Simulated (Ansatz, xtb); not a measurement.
**Two isomers of C5H5F2O+**

Structure X: `C[c+]1cc1OC(F)F`, a singlet. Structure Y: `C=C[C@H](C#[O+])C(F)F`, a singlet. Both are isolated ions in the gas phase, relaxed with PBE0-D3(BJ)/def2-SVP, each in the lowest conformer that the search found.

Q: Which of the two would you expect CCSD(T)/def2-SVP + ΔMP2/def2-TZVPP electronic energies to favour?

A: Structure Y; the calculation gives E(Y) − E(X) = −37.6 kJ/mol.

How the difference moves with the method:

```csv
level,geometry,E(Y) − E(X) (kJ/mol),departure from the last row (kJ/mol),"job, with rough time for the two"
GFN2-xTB,GFN2-xTB,+20.9,+58.5,"optimisation, 0.37 s"
HF/STO-3G,GFN2-xTB,+77.2,+114.8,"single point, 0.34 s"
r2SCAN-D4/def2-SVP,GFN2-xTB,+1.8,+39.4,"single point, 3.8 s"
PBE0-D3(BJ)/def2-SVP,PBE0-D3(BJ)/def2-SVP,+9.4,+47.1,"optimisation, 68 s"
HF/def2-SVP,PBE0-D3(BJ)/def2-SVP,+16.2,+53.8,part of the CCSD(T) run
MP2/def2-SVP,PBE0-D3(BJ)/def2-SVP,−41.7,−4.1,part of the CCSD(T) run
CCSD(T)/def2-SVP,PBE0-D3(BJ)/def2-SVP,−42.6,−5.0,single point
CCSD(T)/def2-SVP + ΔMP2/def2-TZVPP,PBE0-D3(BJ)/def2-SVP,−37.6,,"single point, 83 s"
```

As drawn, Y has 1 C=C, 2 C–C, 1 C≡O in place of 3 C∷C, 2 C–O (∷ is an aromatic bond). Structure X has a 3-membered ring (with an aromatic ring), Y no ring.

GFN2-xTB, HF/STO-3G, PBE0-D3(BJ)/def2-SVP, HF/def2-SVP put the two in the other order. r2SCAN-D4/def2-SVP finds them nearly level. The largest departure from CCSD(T)/def2-SVP + ΔMP2/def2-TZVPP is that of HF/STO-3G, 114.8 kJ/mol. The last row adds to CCSD(T) the change of the MP2 difference between the two basis sets, here +5.0 kJ/mol.

With thermal terms from frequencies at re-optimised GFN2-xTB minima (ideal gas, soft modes damped towards free rotors, one conformer each, 298.15 K, 1 atm): on the last row, ΔE + ΔZPE = −37.1, ΔH = −37.0, ΔG = −36.8 kJ/mol.

The correlated steps freeze 8 core orbitals. Mirror images aren't counted in ΔG. Codes used: Ansatz 0.2.0, xtb 6.7.1; the last row on 4 threads of Arm Neoverse V1 on a shared host.
